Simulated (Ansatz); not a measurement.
C2H6BFO (`OCBCF`), relaxed with RKS PBE-D4/def2-SVP in the Gaussian-basis code of Ansatz from a rough embedded geometry. The force threshold is 0.03 eV/Å; the program also tests the step.

Total charge 0; spin multiplicity 1.

Start:

```xyz
11

O     0.675    1.614   -0.571
C     0.824    0.330   -0.899
B    -0.332   -0.520   -0.239
C    -0.598   -0.667    1.305
F    -1.799   -0.155    1.662
H    -0.032    2.066   -1.160
H     0.802    0.187   -2.016
H     1.755   -0.057   -0.513
H    -1.082   -1.145   -1.006
H    -0.444   -1.666    1.627
H     0.232    0.014    1.808
```

By how much does the energy fall, and how many steps does the optimiser take? (Estimate.)

The calculation gave: 24.61 kcal/mol, in 16 steps.

Which bonds change most? (An estimate is asked.)

Computed: O1–B3 from 2.382 to 1.722 Å; O1–C2 from 1.333 to 1.509 Å; C4–H11 from 1.185 to 1.117 Å; C4–H10 from 1.062 to 1.119 Å.

Give the relaxed structure. (Best estimate.)

Computed: 
```xyz
11

O     0.202    1.354   -0.526
C     1.010    0.132   -0.883
B    -0.384   -0.246   -0.279
C    -0.521   -0.605    1.254
F    -1.785   -0.283    1.767
H    -0.264    1.649   -1.334
H     1.239    0.090   -1.962
H     1.922    0.153   -0.261
H    -1.314   -0.440   -1.043
H    -0.359   -1.704    1.387
H     0.253   -0.100    1.881
```
